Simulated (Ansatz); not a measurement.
C2H8AlGa (`[CH3][Al]([CH3])[GaH2]`). The species carries charge 0 and has multiplicity 1. All single points use the PBE0-D4/def2-TZVP geometry.

```xyz
12

C     1.012   -1.458    0.843
Al   -0.010   -0.013   -0.004
C    -0.375    1.596    1.057
Ga   -0.811   -0.189   -2.392
H     1.315   -2.257    0.163
H     1.913   -1.062    1.324
H     0.413   -1.915    1.641
H    -0.443    1.375    2.126
H     0.452    2.307    0.933
H    -1.286    2.120    0.757
H    -2.211   -0.807   -2.807
H     0.031    0.304   -3.641
```

What is the dipole moment at ωB97M-V/def2-TZVPP? (An estimate is asked.)

Ansatz gave: 1.46 D, with components (0.46, 0.10, 1.38) D in this frame, pointing from negative to positive charge.

And with PBE, r2SCAN, B3LYP? (Estimate.)

Computed: PBE 1.49 D, r2SCAN 1.51 D, B3LYP 1.47 D.

Give the Mulliken charges with ωB97M-V, B3LYP, r2SCAN in def2-TZVPP. (An estimate is asked.)

The calculation gave: 
```json
{"atom": "C1", "ωB97M-V": "-0.51", "B3LYP": "-0.44", "r2SCAN": "-0.38"}
{"atom": "Al2", "ωB97M-V": "0.50", "B3LYP": "0.48", "r2SCAN": "0.53"}
{"atom": "C3", "ωB97M-V": "-0.51", "B3LYP": "-0.44", "r2SCAN": "-0.38"}
{"atom": "Ga4", "ωB97M-V": "-0.02", "B3LYP": "0.02", "r2SCAN": "0.04"}
{"atom": "H5", "ωB97M-V": "0.10", "B3LYP": "0.09", "r2SCAN": "0.06"}
{"atom": "H6", "ωB97M-V": "0.11", "B3LYP": "0.09", "r2SCAN": "0.06"}
{"atom": "H7", "ωB97M-V": "0.11", "B3LYP": "0.08", "r2SCAN": "0.06"}
{"atom": "H8", "ωB97M-V": "0.11", "B3LYP": "0.09", "r2SCAN": "0.06"}
{"atom": "H9", "ωB97M-V": "0.10", "B3LYP": "0.08", "r2SCAN": "0.06"}
{"atom": "H10", "ωB97M-V": "0.11", "B3LYP": "0.09", "r2SCAN": "0.06"}
{"atom": "H11", "ωB97M-V": "-0.05", "B3LYP": "-0.08", "r2SCAN": "-0.09"}
{"atom": "H12", "ωB97M-V": "-0.05", "B3LYP": "-0.08", "r2SCAN": "-0.09"}
```

B3LYP here is the variant with VWN-RPA as its local correlation; programs differ in this.
